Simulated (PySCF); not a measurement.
**Electric field gradients and quadrupole coupling constants**

Species: C5H5F3OS.
Structure used (PBE0-D3(BJ)/def2-SVP), in Å, numbered top down from 1:
```
atom  x, y, z in Å
C1    -0.202    1.532   -0.805
C2     0.079    0.479   -0.039
C3     1.454    0.071    0.395
C4     1.899   -1.204   -0.257
S5     3.316   -1.430   -0.992
O6    -0.838   -0.424    0.466
C7    -2.134   -0.423    0.086
F8    -2.721   -1.431    0.699
F9    -2.759    0.702    0.426
F10   -2.274   -0.582   -1.225
H11    0.622    2.156   -1.149
H12   -1.213    1.805   -1.102
H13    1.428   -0.103    1.488
H14    2.177    0.871    0.191
H15    1.163   -2.024   -0.200
```

Field gradients from the PBE0/pcSseg-1 density (PySCF, non-relativistic), principal values in atomic units, ordered |Vxx| ≤ |Vyy| ≤ |Vzz|:

| atom | Vxx | Vyy | Vzz |
| --- | --- | --- | --- |
| S5 | 0.9872 | 2.1027 | -3.0899 |
| O6 | -0.3889 | -1.5553 | 1.9442 |

Q: Find the asymmetry η = (Vxx − Vyy)/Vzz and the couplings χ = eQV/h (234.96 MHz × Q in barn × V in au), with Q(33S) = −0.0678 b, Q(17O) = −0.0256 b.

A: 
```tsv
atom	environment	nucleus	η	χzz (MHz)	χxx (MHz)	χyy (MHz)
S5	thiocarbonyl sulfur	33S	0.36	49.22	-15.73	-33.50
O6	ether oxygen	17O	0.60	-11.69	2.34	9.36
```

The tensor is traceless: Vxx + Vyy + Vzz = 0.

Q: What is Vzz at O6 in SI units (1 au = 9.71736 × 10²¹ V/m²)?

A: 1.9442 au = 18.892 × 10²¹ V/m².

Q: And the gradient at the other heavy atoms, for which no coupling is worked out here?

A: 
```json
{"atom": "C1", "environment": "terminal =CH2 carbon", "Vzz (au)": "0.192", "η": "0.15"}
{"atom": "C2", "environment": "vinylic carbon bearing oxygen", "Vzz (au)": "-0.401", "η": "0.68"}
{"atom": "C3", "environment": "allylic carbon", "Vzz (au)": "-0.105", "η": "0.56"}
{"atom": "C4", "environment": "thiocarbonyl carbon", "Vzz (au)": "0.540", "η": "0.17"}
{"atom": "C7", "environment": "CF3 carbon", "Vzz (au)": "-0.131", "η": "0.07"}
{"atom": "F8", "environment": "fluorine of a CF3 group", "Vzz (au)": "2.984", "η": "0.02"}
{"atom": "F9", "environment": "fluorine of a CF3 group", "Vzz (au)": "2.926", "η": "0.03"}
{"atom": "F10", "environment": "fluorine of a CF3 group", "Vzz (au)": "2.931", "η": "0.02"}
```

Were the hydrogens deuterons (Q(2H) = 0.00286 b), χzz would run from 185 kHz (H13) to 209 kHz (H11).

Isolated species at its PBE0-D3(BJ)/def2-SVP geometry (one conformer only). With a basis this small, the couplings can be 20 % off.
